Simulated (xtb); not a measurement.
hexafluoropropene (C3F6), singlet, geometry from GFN2-xTB. Base run: GFN2-xTB (xtb).

Here is a job for xtb.
```
$ xtb mol.xyz --gfn 2 --json

# file mol.xyz
9

F      2.49184748    -0.18829557     0.79842098
C      1.31418502     0.24683492     0.42467974
F      1.26067366     1.55824784     0.42112146
C      0.28229877    -0.52520184     0.08521556
F      0.37606850    -1.85663792     0.10149667
C     -1.06436063     0.03101770    -0.34154878
F     -1.61086992     0.78624932     0.61807922
F     -0.95447491     0.80748822    -1.42550070
F     -1.91799358    -0.94215242    -0.62584863
```

The base run was repeated with changes; each row names its change, and settings that it needs were set with it.

| change | ΔE vs base (kJ/mol) | HOMO-LUMO gap (eV) | dipole (D) | SCF cycles |
|---|---|---|---|---|
| base | 0.00 | 4.78 | 1.02 | 10 |
| acc = 30 | 0.00 | 4.78 | 1.02 | 8 |
| alpb = methanol | 0.84 | 4.80 | 1.10 | 10 |
| file = coord | 0.00 | 4.78 | 1.02 | 10 |
| etemp = 3000 | -0.01 | 4.78 | 1.02 | 10 |

ALPB and GBSA are two models with their own fitted parameters for each solvent, which aren't always the measured dielectric constant.
